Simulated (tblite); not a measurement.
A tight-binding relaxation on `CCCN/N=C\C1CCC1`.

Computed with GFN2-xTB geometry optimisation, gas phase (tblite 0.8.0). Start geometry: from a force field or distance geometry. A driver script takes a list of jobs; this job's settings line and coordinates (Å) are shown.

Command:
```bash
OMP_NUM_THREADS=1 python probes_run.py task.json out
```

Input:
```
{"job": {"kind": "relax", "xc": "GFN2-xTB", "basis": "xTB"}, "charge": 0, "multiplicity": 1}
C      3.321400     0.500200    -0.379100
C      2.993400    -0.926500    -0.673600
C      2.048500    -1.576900     0.320400
N      0.805400    -0.803700     0.244300
N      0.730100     0.552800     0.555900
C     -0.410600     1.136900     0.314500
C     -1.577700     0.421200    -0.234500
C     -2.317200    -0.485200     0.701900
C     -3.527300     0.408400     0.614500
C     -2.769700     1.355100    -0.271900
H      4.284700     0.798400    -0.866200
H      3.354300     0.738800     0.702900
H      2.556800     1.173000    -0.831700
H      2.581100    -0.962100    -1.711700
H      3.915700    -1.568100    -0.629900
H      2.477100    -1.513500     1.367700
H      1.875400    -2.654100     0.079900
H     -0.074500    -1.305100    -0.027200
H     -0.512700     2.212600     0.539700
H     -1.368100    -0.105800    -1.196200
H     -2.553400    -1.442500     0.181800
H     -1.885500    -0.614900     1.693400
H     -3.816000     0.920100     1.555200
H     -4.414600    -0.027200     0.083700
H     -2.609000     2.354100     0.226800
H     -3.128700     1.436500    -1.317300
```

Output:
```
step      E/eV     max force
  0    -844.88520    2.514
  1    -845.29540    1.800
  2    -845.42324    1.056
  3    -845.53849    0.675
  4    -845.61235    0.554
  5    -845.65728    0.421
  6    -845.68691    0.338
  7    -845.70889    0.336
  8    -845.72332    0.238
  9    -845.73361    0.251
... (128 lines left out)
138    -845.92843    0.032
139    -845.92858    0.027
140    -845.92875    0.019
141    -845.92883    0.016
142    -845.92894    0.015
143    -845.92900    0.018
144    -845.92904    0.013
145    -845.92907    0.013
146    -845.92911    0.011
147    -845.92913    0.010
```

«max force» is the largest atomic force in eV/Å.

Problem. From which step on does the largest force stay under 0.1 eV/Å, and how much energy is left to gain from there?

Solution. From step 49 (0.097 eV/Å), 34.8 meV above the end.

Main results: energy lowered by 24.1 kcal/mol over 147 steps; largest atomic force 0.010 eV/Å at the end.

Problem. Give the final coordinates.

Solution. 0.473 Å rms from the input after alignment:
```
atom  x, y, z in Å
C1     3.2528    0.4719   -0.7618
C2     3.0141   -1.0293   -0.6601
C3     2.2092   -1.4008    0.5926
N4     0.8437   -0.9408    0.5651
N5     0.6122    0.2825    1.0517
C6    -0.4429    0.9332    0.7793
C7    -1.5445    0.5172   -0.1483
C8    -2.5004   -0.5541    0.4345
C9    -3.6481    0.4655    0.4101
C10   -2.7255    1.4951   -0.2606
H11    3.7696    0.7167   -1.6870
H12    3.8571    0.8166    0.0739
H13    2.3097    1.0125   -0.7385
H14    2.4747   -1.3781   -1.5457
H15    3.9716   -1.5524   -0.6269
H16    2.6708   -0.9573    1.4762
H17    2.1924   -2.4900    0.7071
H18    0.2956   -1.2570   -0.2333
H19   -0.5449    1.8737    1.3014
H20   -1.1180    0.2319   -1.1175
H21   -2.6532   -1.4154   -0.2145
H22   -2.2191   -0.9073    1.4251
H23   -3.9921    0.7615    1.3989
H24   -4.5091    0.1673   -0.1848
H25   -2.5950    2.4242    0.2919
H26   -3.0017    1.7352   -1.2858
```

Hardware: Arm Neoverse V2, one thread, on a shared host.
Labels such as C1 count atoms from 1, the log's own numbers from 0.
